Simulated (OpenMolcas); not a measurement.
**How basis sets differ on GeHF3 (SMILES [F][GeH]([F])[F])**

GeHF3: 5 atoms, total charge 0, spin state singlet. SMILES: `[F][GeH]([F])[F]`. The shape is that of a PBE0-D4/def2-TZVP optimisation.

```xyz
5

F    -0.2498   -0.7341    1.4830
Ge    0.0956   -0.0087   -0.0233
F    -0.6731    1.5157   -0.0113
F    -0.7081   -0.9440   -1.2040
H     1.5852    0.0973   -0.2857
```

Each level gives the HOMO–LUMO gap (eV). The values are calculated.

```json
{"level": "HF/ANO-R0 (sfX2C)", "kind": "Hartree–Fock", "program": "OpenMolcas", "value (eV)": "16.86", "CPU time": "2.5 s"}
{"level": "HF/ANO-RCC-MB (DKH2)", "kind": "Hartree–Fock", "program": "OpenMolcas", "value (eV)": "19.18", "CPU time": "4.5 s"}
{"level": "HF/STO-3G", "kind": "Hartree–Fock", "program": "OpenMolcas", "value (eV)": "21.33", "CPU time": "2.6 s"}
{"level": "HF/3-21G", "kind": "Hartree–Fock", "program": "OpenMolcas", "value (eV)": "19.32", "CPU time": "3.1 s"}
{"level": "HF/aug-cc-pVDZ", "kind": "Hartree–Fock", "program": "OpenMolcas", "value (eV)": "16.75", "CPU time": "33 s"}
```

All-electron rows without a relativistic Hamiltonian named are non-relativistic. The values span 16.75 to 21.33 eV. A Hartree–Fock LUMO above zero doesn't converge with the basis: it sinks as sets grow more diffuse. Orbital gaps aren't excitation energies. Times are those of the runs behind each value, whatever else they computed, on shared processors of several kinds: orders of magnitude only.
